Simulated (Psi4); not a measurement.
H2S, charge +1, doublet, at a GFN2-xTB geometry (a state made from the parent by changing its charge; the spin is typed, not shown lowest); CCSD(T)/STO-3G run with Psi4.

Here is a job for Psi4.
```
memory 2 GB

molecule {
1 2
S    -0.00036152   -0.00213359    0.10390253
H    -0.03847239    1.00861520   -0.81100328
H     0.04425671   -0.97447779   -0.85143727
}

set {
  basis sto-3g
  reference uhf
}

energy('ccsd(t)')
print_variables()
```

### Question
Write the output that Psi4 gives for this input, abridged.

### Answer

```
   => Loading Basis Set <=

    Name: STO-3G
    Role: ORBITAL
    Keyword: BASIS

         ---------------------------------------------------------
                                   SCF
               by Justin Turney, Rob Parrish, Andy Simmonett
                          and Daniel G. A. Smith
                              UHF Reference
         ---------------------------------------------------------

  ==> Geometry <==

    Molecular point group: cs
    Full point group: Cs

    Geometry (in Angstrom), charge = 1, multiplicity = 2:

       Center              X                  Y                   Z               Mass
    ------------   -----------------  -----------------  -----------------  -----------------
         S            0.001129785545    -0.055458205114     0.000000000000    31.972071174400
         H           -1.010329485763     0.859456183534     0.000000000000     1.007825032230
         H            0.974488359863     0.899890552664     0.000000000000     1.007825032230

  Running in cs symmetry.

  Rotational constants: A =     10.16265  B =      8.48828  C =      4.62515 [cm^-1]
  Rotational constants: A = 304668.60085  B = 254472.31576  C = 138658.64954 [MHz]
  Nuclear repulsion =   12.682532546285747

  Charge       = 1
  Multiplicity = 2
  Electrons    = 17
  Nalpha       = 9
  Nbeta        = 8

  ==> Algorithm <==

  SCF Algorithm Type is PK.
  DIIS enabled.
  MOM disabled.
  Fractional occupation disabled.
  Guess Type is SAD.
  Energy threshold   = 1.00e-08
  Density threshold  = 1.00e-08
  Integral threshold = 1.00e-12

  ==> Primary Basis <==

  Basis Set: STO-3G
    Blend: STO-3G
    Number of shells: 7
    Number of basis functions: 11
    Number of Cartesian functions: 11
    Spherical Harmonics?: true
    Max angular momentum: 1

  ==> Integral Setup <==

  Using in-core PK algorithm.
   Calculation information:
      Number of atoms:                   3
      Number of AO shells:               7
      Number of primitives:             21
      Number of atomic orbitals:        11
      Number of basis functions:        11

      Integral cutoff                 1.00e-12
      Number of threads:                 1

  Performing in-core PK
  Using 4422 doubles for integral storage.
  We computed 406 shell quartets total.
  Whereas there are 406 unique shell quartets.

  ==> DiskJK: Disk-Based J/K Matrices <==

    J tasked:                  Yes
    K tasked:                  Yes
    wK tasked:                  No
    Schwarz Cutoff:          1E-12

  Minimum eigenvalue in the overlap matrix is 3.4108864945E-01.
  Reciprocal condition number of the overlap matrix is 1.8691199199E-01.
    Using symmetric orthogonalization.

  ==> Pre-Iterations <==

  SCF Guess: Superposition of Atomic Densities via on-the-fly atomic UHF (no occupation information).

   -------------------------
    Irrep   Nso     Nmo
   -------------------------
     A'         9       9
     A"         2       2
   -------------------------
    Total      11      11
   -------------------------

  ==> Iterations <==

                        Total Energy        Delta E     RMS |[F,P]|

   @UHF iter SAD:  -393.57623662410208   -3.93576e+02   0.00000e+00
   @UHF iter   1:  -394.05674912473745   -4.80513e-01   8.32110e-03 ADIIS/DIIS
   @UHF iter   2:  -394.06188658153019   -5.13746e-03   2.25284e-03 ADIIS/DIIS
   @UHF iter   3:  -394.06244618898825   -5.59607e-04   8.84986e-04 ADIIS/DIIS
   @UHF iter   4:  -394.06262257674513   -1.76388e-04   4.21241e-04 ADIIS/DIIS
   @UHF iter   5:  -394.06267711202491   -5.45353e-05   5.37951e-05 DIIS
   @UHF iter   6:  -394.06267777239810   -6.60373e-07   8.09390e-06 DIIS
   @UHF iter   7:  -394.06267778367129   -1.12732e-08   1.61107e-06 DIIS
   @UHF iter   8:  -394.06267778404413   -3.72836e-10   8.66062e-08 DIIS
   @UHF iter   9:  -394.06267778404532   -1.19371e-12   1.31965e-08 DIIS
   @UHF iter  10:  -394.06267778404538   -5.68434e-14   1.75613e-09 DIIS
  Energy and wave function converged.

  ==> Post-Iterations <==

   @Spin Contamination Metric:   8.432690173E-03
   @S^2 Expected:                7.500000000E-01
   @S^2 Observed:                7.584326902E-01
   @S   Expected:                5.000000000E-01
   @S   Observed:                5.000000000E-01

    Orbital Energies [Eh]
    ---------------------

    Alpha Occupied:

[...]
    Alpha Virtual:

[...]
    Beta Occupied:

[...]
    Beta Virtual:

[...]
    Final Occupation by Irrep:
             Ap   App
    DOCC [     7,    1 ]
    SOCC [     0,    1 ]
    NA   [     7,    2 ]
    NB   [     7,    1 ]

  @UHF Final Energy:  -394.06267778404538

   => Energetics <=

    Nuclear Repulsion Energy =             12.6825325462857474
    One-Electron Energy =                -564.6540737330149113
    Two-Electron Energy =                 157.9088634026838065
    Total Energy =                       -394.0626777840453769

  UHF NO Occupations:
  HONO-2 :    6 Ap 1.9980352
  HONO-1 :    7 Ap 1.9977440
  HONO-0 :    2App 1.0000000
  LUNO+0 :    8 Ap 0.0022560
  LUNO+1 :    9 Ap 0.0019648

Computation Completed

Properties will be evaluated at   0.000000,   0.000000,   0.000000 [a0]

Properties computed using the SCF density matrix

 Multipole Moments:

 ------------------------------------------------------------------------------------
     Multipole            Electronic (a.u.)      Nuclear  (a.u.)        Total (a.u.)
 ------------------------------------------------------------------------------------

 L = 1.  Multiply by 2.5417464519 to convert [e a0] to [Debye]
 Dipole X            :          0.0160506           -0.0335701           -0.0175195
 Dipole Y            :         -0.7878834            1.6478704            0.8599870
 Dipole Z            :          0.0000000            0.0000000            0.0000000
 Magnitude           :                                                    0.8601654

 ------------------------------------------------------------------------------------

[...]
    Analyze T2 Amps =     No
    Print Pair Ener =     No
    Local CC        =     No
    SCS-MP2         =     False
    SCSN-MP2        =     False
    SCS-CCSD        =     False

MP2 correlation energy -0.0286533724620080
                Solving CC Amplitude Equations
                ------------------------------
  Iter             Energy              RMS        T1Diag      D1Diag    New D1Diag    D2Diag
  ----     ---------------------    ---------   ----------  ----------  ----------   --------
     0        -0.028653372462008    0.000e+00    0.000000    0.000000    0.000000    0.000000
     1        -0.037773142363589    4.340e-02    0.003145    0.000000    0.000000    0.000000
     2        -0.043424875869062    1.865e-02    0.005773    0.000000    0.000000    0.000000
     3        -0.043673587481787    5.108e-03    0.006540    0.000000    0.000000    0.000000
     4        -0.043810946458121    1.730e-03    0.006687    0.000000    0.000000    0.000000
     5        -0.043792264613283    4.431e-04    0.006629    0.000000    0.000000    0.000000
     6        -0.043800560521634    1.210e-04    0.006609    0.000000    0.000000    0.000000
     7        -0.043802741290033    1.827e-05    0.006609    0.000000    0.000000    0.000000
     8        -0.043802173032509    5.380e-06    0.006608    0.000000    0.000000    0.000000
     9        -0.043802246645704    1.369e-06    0.006608    0.000000    0.000000    0.000000
    10        -0.043802248110579    2.809e-07    0.006608    0.000000    0.000000    0.000000
    11        -0.043802247055548    9.372e-08    0.006608    0.000000    0.000000    0.000000

    Iterations converged.

    Largest TIA Amplitudes:
              6   1         0.0184506986
              5   0        -0.0143354405
              4   1        -0.0030701670
              3   1         0.0004008267
              2   0        -0.0003818159
              1   1        -0.0000704960
              0   1         0.0000020660

    Largest Tia Amplitudes:
              6   1         0.0117336338
              4   1         0.0064727038
              5   0         0.0025890179
              3   1         0.0003922906
              2   0        -0.0003636162
              7   2        -0.0002202814
              1   1        -0.0000998329
              0   1        -0.0000001438

    Largest TIJAB Amplitudes:
      6   5   1   0         0.0050566131
      5   4   1   0         0.0020101903
      3   2   1   0         0.0012948688
      5   3   1   0        -0.0010224620
      4   2   1   0        -0.0009025592
      6   2   1   0         0.0006173105
      2   1   1   0         0.0004852019
      5   1   1   0         0.0004008634
      2   0   1   0         0.0000291070
      5   0   1   0         0.0000102281

    Largest Tijab Amplitudes:
      6   5   1   0         0.0049373206
      5   4   1   0         0.0024668987
      7   2   2   0        -0.0021160680
      7   3   2   1         0.0018079003
      7   4   2   1        -0.0015953482
      7   5   2   0        -0.0014957952
      3   2   1   0         0.0014026289
      5   3   1   0        -0.0010435055
      4   2   1   0        -0.0010138417
      7   6   2   1         0.0008129778

    Largest TIjAb Amplitudes:
      5   5   0   0        -0.0883184307
      6   6   0   0        -0.0567394481
      6   5   1   0         0.0544533290
      5   5   1   1        -0.0520101227
      5   6   0   1         0.0501383106
      6   5   0   1         0.0484724045
      5   6   1   0         0.0467602364
      6   6   1   1        -0.0448579134
      8   4   1   2        -0.0431143231
      8   5   0   2        -0.0413363595

    SCF energy       (wfn)                    = -394.062677784045377
    Reference energy (file100)                = -394.062677784045206

    Opposite-spin MP2 correlation energy      =   -0.028087666439248
    Same-spin MP2 correlation energy          =   -0.000565706022760
    Singles MP2 correlation energy            =   -0.000000000000000
    MP2 correlation energy                    =   -0.028653372462008
      * MP2 total energy                      = -394.091331156507238

    Opposite-spin CCSD correlation energy     =   -0.043363552947700
    Same-spin CCSD correlation energy         =   -0.000438694107848
    Singles CCSD correlation energy           =   -0.000000000000000
    CCSD correlation energy                   =   -0.043802247055548
      * CCSD total energy                     = -394.106480031100773

            **************************
            *                        *
            *        CCTRIPLES       *
            *                        *
            **************************

    Wave function   =    CCSD_T
    Reference wfn   =      UHF

    Nuclear Rep. energy (wfn)                =   12.682532546285747
    SCF energy          (wfn)                = -394.062677784045377
    Reference energy    (file100)            = -394.062677784045206
    CCSD energy         (file100)            =   -0.043802247055548
    Total CCSD energy   (file100)            = -394.106480031100773

    Number of ijk index combinations:
    Spin Case AAA:                                  84
    Spin Case BBB:                                  56
    Spin Case AAB:                                 288
    Spin Case ABB:                                 252
    AAA (T) energy                             =    0.000000000000000
    BBB (T) energy                             =   -0.000000329048139
    AAB (T) energy                             =   -0.000019480636682
    ABB (T) energy                             =   -0.000029795326178
    (T) energy                                   =   -0.000049605010999
      * CCSD(T) total energy                     = -394.106529636111759

  Variable Map:
  ----------------------------------------------------------------------------
[...]
  Array Variable Map:
  ----------------------------------------------------------------------------
[...]
[...]
```
